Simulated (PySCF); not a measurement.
Kr²⁺ (krypton, charge +2) across methods

[Ar] 3d10 4s1 4p4 4d1, one real determinant (an excited configuration). Calculation: PySCF 2.14, in dyall-av2z (16s12p8d, 92 functions); no relativity, point nucleus. The B2PLYP total includes its PT2 part (frozen core); its orbital energies are those of the SCF part.

```tsv
method	E (hartree)	mean ε 4p α (eV)	mean ε 4p β (eV)	mean ε 4d α (eV)	Σ⟨r²⟩ (bohr²)	⟨S²⟩
PBE	-2750.861	-34.635	-31.514	-15.278	28.80	6.001
BHandHLYP	-2751.242	-38.206	-33.746	-17.259	28.86	6.002
UHF	-2749.59570	-41.690	-34.367	-19.416	29.02	6.004
r2SCAN	-2751.239	-35.428	-31.632	-15.421	28.80	6.002
PBE0	-2750.951	-36.602	-32.607	-16.441	28.79	6.001
B2PLYP	-2750.828	-38.323	-33.481	-17.349	28.91	6.002
revPBE	-2751.046	-34.611	-31.432	-15.293	28.78	6.001
CAM-B3LYP	-2751.368	-37.913	-34.266	-17.543	28.85	6.001
```

Question: Estimate the same row for LDA.

Answer: E (hartree) = -2747.552; mean ε 4p α (eV) = -34.727; mean ε 4p β (eV) = -31.706; mean ε 4d α (eV) = -15.165; Σ⟨r²⟩ (bohr²) = 28.85; ⟨S²⟩ = 6.001.

⟨L²⟩ = 8.00 against 12 for a pure F term, so this real determinant mixes terms. The outer electron is Rydberg-like, and this basis confines it to a smaller radius and binds it less than a complete one would.
